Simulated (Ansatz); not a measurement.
Match the barriers

Saddle point of CH7ClGe, singlet (CH₅ClGe ([CH3][GeH2][Cl]) + H₂ → CH₆Ge ([CH3][GeH3]) + HCl; bonds formed: Ge1–H7, Cl2–H6; bonds broken: Ge1–Cl2, H6–H7), PBE0-D4/def2-TZVP structure:

```tsv
atom	x (Å)	y (Å)	z (Å)
Ge1	-0.2863	-0.6937	0.1133
Cl2	2.0775	-0.3084	-1.0405
H3	-0.3964	-1.8516	-0.8730
H4	-1.0728	-1.0931	1.3970
C5	-0.6995	1.1383	-0.3317
H6	1.5806	-0.7245	0.6285
H7	1.0913	-0.9118	1.3267
H8	-1.7458	1.3423	-0.0960
H9	-0.0614	1.7944	0.2605
H10	-0.4874	1.3082	-1.3848
```

Ansatz 0.2.0; basis: def2-TZVPP, with def2-QZVPP for the basis limit; cores frozen in the correlated methods. Filled d shells of the heavier atoms are correlated. The def2 sets are not built for correlating such inner shells, so the correlated values are less sure here. B3LYP uses VWN-RPA correlation. Extrapolation: Hartree–Fock as exp(−7.88 √X), correlation as X^−2.97. Four methods, as single points on the PBE0-D4 structures, gave these electronic barriers from the start structure: 200.2, 210.7, 226.9, 261.9 kJ/mol.

Task: The methods were, in alphabetical order, B3LYP-D4, BLYP-D4, CCSD(T), HF. Which gave which? (A judgement: the text doesn't fix the answer.)

Result: The calculation gives: BLYP-D4 200.2; B3LYP-D4 210.7; CCSD(T) 226.9; HF 261.9 kJ/mol. For comparison, CCSD(T) at an estimated basis limit (MP2 extrapolated from triple and quadruple zeta, plus CCSD(T) − MP2 in triple zeta) gives 221.4 kJ/mol.

The T1 diagnostic stays at or below 0.012.

Labels in which every atom is bracketed show which atoms are joined, not bond orders.

For scale, one of the runs: CCSD(T)/def2-TZVPP, 219 basis functions, launched by `ansatz run in.yaml --threads 4 --pin off --events-out ev --progress --plain --max-ram 9574MiB`. Time: 110 s of wall clock on 4 CPU threads of an Arm Neoverse V1; the host was shared. Peak host memory: 3.2 GiB.
